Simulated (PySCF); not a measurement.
A structure optimised at PBE-D3(BJ)/def2-SVP, used in a PySCF frequency run:

```xyz
10

C     -2.8045     0.2988     0.0000
C     -1.5808     0.8640     0.0000
Si    -0.0367    -0.1522     0.0000
O     -0.4896    -1.7519     0.0000
Cl     1.1367     0.2794    -1.6613
Cl     1.1367     0.2794     1.6613
H     -2.9310    -0.7967     0.0000
H     -3.7257     0.9065     0.0000
H     -1.4819     1.9641     0.0000
H      0.2333    -2.4034     0.0000
```
Charge 0, spin multiplicity 1.

**Question.** Write its SMILES, formula and point group.

**Answer.** C=C[Si](O)(Cl)Cl, C2H4Cl2OSi, Cs

**Question.** What are its rotational constants (standard atomic weights)?

**Answer.** 1.8579, 1.5767, 1.1489 GHz
